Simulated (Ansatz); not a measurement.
Basis sets compared for Sn₂H. The state is a doublet with charge 0. Geometry r2SCAN-D4/def2-TZVP. Ansatz on 4 threads of Arm Neoverse V1 on a shared host; times are rough, and most runs start from earlier orbitals.

```tsv
atom	x (Å)	y (Å)	z (Å)
Sn1	0.380	-1.399	-0.012
Sn2	-1.161	0.868	-0.035
H3	0.781	0.531	0.047
```

In the def2 sets Sn takes a core potential; there is no spin–orbit coupling. The structure comes from a short search, and lower isomers may exist.

Binding counts from free atoms (Sn triplet, H doublet) in the same basis, without a counterpoise term.

```tsv
level	functions	energy (Eh)	HOMO (eV)	LUMO (eV)	binding per atom (eV)	wall time
PBE-D4/def2-SVP	57	-429.1810	-4.30	-4.08	1.76	1.1 s
PBE-D4/def2-TZVP	106	-429.1950	-4.32	-4.09	1.78	3.1 s
r2SCAN-D4/def2-TZVP (with forces)	106	-429.3522	-4.51	-3.86	1.73	6.5 s
PBE0-D4/def2-SVP	57	-429.1929	-5.11	-3.34	1.67	1.6 s
PBE0-D4/def2-TZVP	106	-429.2056	-5.11	-3.33	1.70	11 s
```

(1) Estimate the rows for PBE-D4/def2-TZVPD, r2SCAN-D4/def2-TZVPD, PBE0-D4/def2-TZVPD.

Results:

(1) 
| level | functions | energy (Eh) | HOMO (eV) | LUMO (eV) | binding per atom (eV) | wall time |
| --- | --- | --- | --- | --- | --- | --- |
| PBE-D4/def2-TZVPD | 121 | -429.1957 | -4.35 | -4.11 | 1.79 | 4 s |
| r2SCAN-D4/def2-TZVPD | 121 | -429.3528 | -4.54 | -3.88 | 1.74 | 8.5 s |
| PBE0-D4/def2-TZVPD | 121 | -429.2062 | -5.14 | -3.35 | 1.70 | 6.5 s |
